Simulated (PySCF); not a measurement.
SMILES c1ccc(cc1)[SiH2]C(C)C (C₉H₁₄Si), GFN2-xTB optimised geometry.

```
24

C     -2.34    -3.85    -1.98
C     -1.57    -2.54    -1.87
C     -2.22    -1.46    -2.73
Si    -1.41    -1.98    -0.05
C     -0.44    -0.36     0.00
C     -1.09     0.87     0.00
C     -0.38     2.06     0.00
C      1.00     2.04     0.00
C      1.67     0.82     0.00
C      0.95    -0.36     0.00
H     -3.36    -3.72    -1.61
H     -2.40    -4.18    -3.02
H     -1.87    -4.63    -1.40
H     -0.56    -2.72    -2.27
H     -3.23    -1.26    -2.39
H     -2.27    -1.78    -3.78
H     -1.65    -0.54    -2.69
H     -2.75    -1.76     0.52
H     -0.70    -3.00     0.72
H     -2.17     0.90     0.01
H     -0.91     3.00     0.00
H      1.56     2.96     0.00
H      2.75     0.80     0.00
H      1.48    -1.30     0.00
```

Density from B3LYP/def2-SVP in PySCF at that geometry.

Minimum of the electron density along straight lines between bonded atoms, close to the bond critical point (lines longer than 1.1 times the sum of covalent radii, or with two minima, are not listed):

```json
[
 {"bond": "C1–C2", "length / Å": "1.526", "ρ at the minimum / e bohr⁻³": "0.243", "∇²ρ there / e bohr⁻⁵": "-0.54", "position (fraction from the first atom)": "0.50"},
 {"bond": "C2–C3", "length / Å": "1.527", "ρ at the minimum / e bohr⁻³": "0.242", "∇²ρ there / e bohr⁻⁵": "-0.54", "position (fraction from the first atom)": "0.50"},
 {"bond": "C2–Si4", "length / Å": "1.914", "ρ at the minimum / e bohr⁻³": "0.112", "∇²ρ there / e bohr⁻⁵": "0.28", "position (fraction from the first atom)": "0.62"},
 {"bond": "Si4–C5", "length / Å": "1.887", "ρ at the minimum / e bohr⁻³": "0.113", "∇²ρ there / e bohr⁻⁵": "0.33", "position (fraction from the first atom)": "0.38"},
 {"bond": "C5–C6", "length / Å": "1.392", "ρ at the minimum / e bohr⁻³": "0.309", "∇²ρ there / e bohr⁻⁵": "-0.78", "position (fraction from the first atom)": "0.50"},
 {"bond": "C6–C7", "length / Å": "1.383", "ρ at the minimum / e bohr⁻³": "0.315", "∇²ρ there / e bohr⁻⁵": "-0.82", "position (fraction from the first atom)": "0.50"},
 {"bond": "C7–C8", "length / Å": "1.385", "ρ at the minimum / e bohr⁻³": "0.315", "∇²ρ there / e bohr⁻⁵": "-0.82", "position (fraction from the first atom)": "0.50"},
 {"bond": "C8–C9", "length / Å": "1.385", "ρ at the minimum / e bohr⁻³": "0.314", "∇²ρ there / e bohr⁻⁵": "-0.82", "position (fraction from the first atom)": "0.50"},
 {"bond": "C5–C10", "length / Å": "1.392", "ρ at the minimum / e bohr⁻³": "0.308", "∇²ρ there / e bohr⁻⁵": "-0.78", "position (fraction from the first atom)": "0.50"},
 {"bond": "C9–C10", "length / Å": "1.383", "ρ at the minimum / e bohr⁻³": "0.315", "∇²ρ there / e bohr⁻⁵": "-0.82", "position (fraction from the first atom)": "0.50"},
 {"bond": "C1–H11", "length / Å": "1.088", "ρ at the minimum / e bohr⁻³": "0.277", "∇²ρ there / e bohr⁻⁵": "-1.01", "position (fraction from the first atom)": "0.62"},
 {"bond": "C1–H12", "length / Å": "1.090", "ρ at the minimum / e bohr⁻³": "0.276", "∇²ρ there / e bohr⁻⁵": "-1.00", "position (fraction from the first atom)": "0.62"},
 {"bond": "C1–H13", "length / Å": "1.088", "ρ at the minimum / e bohr⁻³": "0.277", "∇²ρ there / e bohr⁻⁵": "-1.02", "position (fraction from the first atom)": "0.62"},
 {"bond": "C2–H14", "length / Å": "1.096", "ρ at the minimum / e bohr⁻³": "0.271", "∇²ρ there / e bohr⁻⁵": "-0.94", "position (fraction from the first atom)": "0.62"},
 {"bond": "C3–H15", "length / Å": "1.088", "ρ at the minimum / e bohr⁻³": "0.277", "∇²ρ there / e bohr⁻⁵": "-1.01", "position (fraction from the first atom)": "0.62"},
 {"bond": "C3–H16", "length / Å": "1.090", "ρ at the minimum / e bohr⁻³": "0.276", "∇²ρ there / e bohr⁻⁵": "-1.00", "position (fraction from the first atom)": "0.62"},
 {"bond": "C3–H17", "length / Å": "1.088", "ρ at the minimum / e bohr⁻³": "0.278", "∇²ρ there / e bohr⁻⁵": "-1.02", "position (fraction from the first atom)": "0.63"},
 {"bond": "Si4–H18", "length / Å": "1.469", "ρ at the minimum / e bohr⁻³": "0.116", "∇²ρ there / e bohr⁻⁵": "0.33", "position (fraction from the first atom)": "0.49"},
 {"bond": "Si4–H19", "length / Å": "1.469", "ρ at the minimum / e bohr⁻³": "0.116", "∇²ρ there / e bohr⁻⁵": "0.33", "position (fraction from the first atom)": "0.49"},
 {"bond": "C6–H20", "length / Å": "1.081", "ρ at the minimum / e bohr⁻³": "0.284", "∇²ρ there / e bohr⁻⁵": "-1.08", "position (fraction from the first atom)": "0.63"},
 {"bond": "C7–H21", "length / Å": "1.081", "ρ at the minimum / e bohr⁻³": "0.283", "∇²ρ there / e bohr⁻⁵": "-1.08", "position (fraction from the first atom)": "0.63"},
 {"bond": "C8–H22", "length / Å": "1.081", "ρ at the minimum / e bohr⁻³": "0.284", "∇²ρ there / e bohr⁻⁵": "-1.08", "position (fraction from the first atom)": "0.63"},
 {"bond": "C9–H23", "length / Å": "1.081", "ρ at the minimum / e bohr⁻³": "0.283", "∇²ρ there / e bohr⁻⁵": "-1.08", "position (fraction from the first atom)": "0.63"},
 {"bond": "C10–H24", "length / Å": "1.081", "ρ at the minimum / e bohr⁻³": "0.284", "∇²ρ there / e bohr⁻⁵": "-1.07", "position (fraction from the first atom)": "0.63"}
]
```
